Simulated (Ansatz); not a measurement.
Geometry optimisation, RKS PBE/6-31G* in Ansatz 0.2.0.

input.yaml

```yaml
crystal:
  periodic: [false, false, false]
  atoms:
    - { symbol: B, position_ang: [0.0, 0.0, 0.0] }
    - { symbol: H, position_ang: [0.0, 0.0, 1.54] }
    - { symbol: "N", position_ang: [1.3423, 0.0, -0.775] }
    - { symbol: H, position_ang: [1.8089, -0.9179, -1.0268] }
    - { symbol: H, position_ang: [1.7937, 0.9179, -1.0532] }
    - { symbol: O, position_ang: [-1.2211, 0.0, -0.705] }
    - { symbol: H, position_ang: [-1.7308, -0.8467, -0.4965] }
    - { symbol: O, position_ang: [0.0766, 1.621, 0.5392] }
    - { symbol: H, position_ang: [0.4753, 1.6492, 1.4668] }
    - { symbol: H, position_ang: [0.0407, 0.8604, 1.537] }
basis:
  gaussian: { orbitals: "6-31G*" }
hamiltonian:
  xc: pbe
relax:
  f_tol: 0.15
  max_steps: 25
  restrain:
    - { distance: [0, 7], at: 2.61, k: 30.0 }
    - { distance: [9, 1], at: 1.86, k: 30.0 }
    - { distance: [0, 1], at: 1.19, k: 30.0 }
    - { distance: [9, 7], at: 1.01, k: 30.0 }
output:
  orbitals: {}
```

Run as:

```bash
$ ansatz run input.yaml --threads 1 --pin off --max-ram 2048MiB --backend cpu --events-out ev --progress --plain --runs-dir out
```

**Question.** Where does it end, and by what steps?

**Answer.** The forces met the threshold. The restraints hold the end off the free minimum. After 15 steps the energy has fallen by 5.309 eV (the restraints' own energy left out); H4 moved furthest, 1.07 Å. Parted: B1–O8 (1.71 → 2.62 Å). Joined: B1–H2 (1.54 → 1.20 Å).

| step | energy less start (eV) | largest force component (eV/Å) | accepted |
| --- | --- | --- | --- |
| 0 | 0.0000 | 4.088 | yes |
| 1 | -0.2996 | 4.524 | yes |
| 2 | -0.7760 | 5.482 | yes |
| 3 | -2.1320 | 4.203 | yes |
| 4 | -3.5642 | 2.507 | yes |
| 5 | -4.2466 | 2.250 | yes |
| 6 | -4.5549 | 1.491 | yes |
| 7 | -4.8169 | 0.993 | yes |
| 8 | -5.0212 | 0.952 | yes |
| 9 | -5.1187 | 1.629 | yes |
| 10 | -5.2313 | 0.787 | yes |
| 11 | -5.2893 | 0.717 | yes |
| 12 | -5.3057 | 0.653 | yes |
| 13 | -5.2833 | 0.979 | no |
| 14 | -5.3072 | 0.731 | yes |
| 15 | -5.3092 | 0.701 | yes |

```xyz
10
Properties=species:S:1:pos:R:3
B 0.019 -0.280 -0.119
H -0.058 -0.747 0.985
N 1.310 0.012 -0.643
H 2.165 -0.322 -0.207
H 1.429 0.303 -1.612
O -1.076 -0.099 -0.936
H -1.899 -0.187 -0.424
O -0.054 1.826 1.433
H 0.645 1.857 0.742
H 0.104 0.921 1.808
```

Run time: 29 s on 1 thread of Arm Neoverse V2 (shared host), peak memory 0.13 GiB.
